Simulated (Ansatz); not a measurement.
`CC1=CC(C(F)(F)F)=[O+][Ti-]([OH])([OH])([Cl])[O]1`, relaxed with RKS PBE-D4/def2-SVP in the Gaussian-basis code of Ansatz from a rough embedded geometry. The force threshold is 0.03 eV/Å; the program also tests the step.

The species carries charge 0 and has multiplicity 1.

Start:

```xyz
20

C     2.528    0.854    1.141
C     1.258    0.331    0.592
C     0.553    1.067   -0.259
C    -0.715    0.657   -0.918
C    -1.217    1.830   -1.843
F    -0.233    1.987   -2.830
F    -1.275    2.939   -1.082
F    -2.420    1.417   -2.401
O    -1.384   -0.255   -0.872
Ti   -0.676   -1.996    0.595
O    -1.288   -2.258    2.626
O    -2.216   -3.102   -0.187
Cl    0.979   -3.593   -0.829
O     0.971   -0.900    1.063
H     2.792    1.861    0.616
H     2.409    1.194    2.150
H     3.400    0.260    0.974
H     1.017    2.027   -0.535
H    -1.628   -1.399    2.937
H    -2.854   -2.922   -0.939
```

**Question.** By how much does the energy fall, and how many steps does the optimiser take? (Estimate.)

**Answer.** Computed: 114.63 kcal/mol, in 16 steps.

**Question.** Which bonds change most? (Best estimate.)

**Answer.** The calculation gave: Ti10–Cl13 from 2.705 to 2.227 Å; Ti10–O11 from 2.138 to 1.796 Å; O9–Ti10 from 2.384 to 2.072 Å; Ti10–O12 from 2.051 to 1.785 Å.

**Question.** Give the relaxed structure. (Estimate.)

**Answer.** The calculation gave: 
```xyz
20

C     2.445    0.860    1.334
C     1.189    0.391    0.652
C     0.569    1.168   -0.357
C    -0.604    0.715   -0.967
C    -1.261    1.625   -2.030
F    -0.398    1.856   -3.045
F    -1.585    2.821   -1.487
F    -2.371    1.072   -2.533
O    -1.207   -0.386   -0.741
Ti   -0.797   -2.006    0.483
O    -1.045   -2.274    2.242
O    -2.397   -2.518   -0.121
Cl    0.641   -3.463   -0.392
O     0.716   -0.734    1.031
H     2.790    1.842    0.965
H     2.270    0.917    2.428
H     3.243    0.105    1.181
H     0.996    2.135   -0.649
H    -0.297   -2.061    2.833
H    -2.898   -2.066   -0.826
```
